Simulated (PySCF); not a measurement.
Adding and removing an electron: MgTl

r²SCAN; PySCF, scalar-relativistic core potentials, basis sets Mg cc-pVDZ, Tl cc-pVDZ-PP with ECP60. Neutral (UKS): doublet (π ↑), Re = 2.990 Å, ωe = 153 cm⁻¹, De = 0.48 eV, HOMO -3.17 eV, LUMO -2.65 eV.

MgTl⁺ (UKS): singlet (closed shell), Re = 3.312 Å, ωe = 127 cm⁻¹. The energies at the minima are -372.62514 hartree for MgTl and -372.43474 for MgTl⁺.

**Question.** Work out the adiabatic ionisation energy, without and with harmonic zero-point energies (1 hartree = 27.2114 eV, 1 eV = 8065.5 cm⁻¹), and the change of the bond length.

**Answer.** At r²SCAN: 0.19040 hartree = 5.181 eV between the minima; the zero-point term (127.0 − 153.0)/2 cm⁻¹ = -0.002 eV makes it 5.179 eV. Re changes by +32.2 pm against the neutral. The electron leaves a π orbital, and the longer bond of the ion fits a bonding orbital, or a change in how ionic the bond is.

Closed-shell solutions of metal pairs were not tested for spin polarisation, which can lower them a little. Weak bonds: MgTl. Basis-set superposition, not corrected here, can be much of De in a small basis, most of all at correlated wavefunction levels. These are scalar-relativistic numbers at best; spin–orbit coupling would shift them, the dissociation energy most. States were picked by a PBE0 search and need not be the measured ground states.
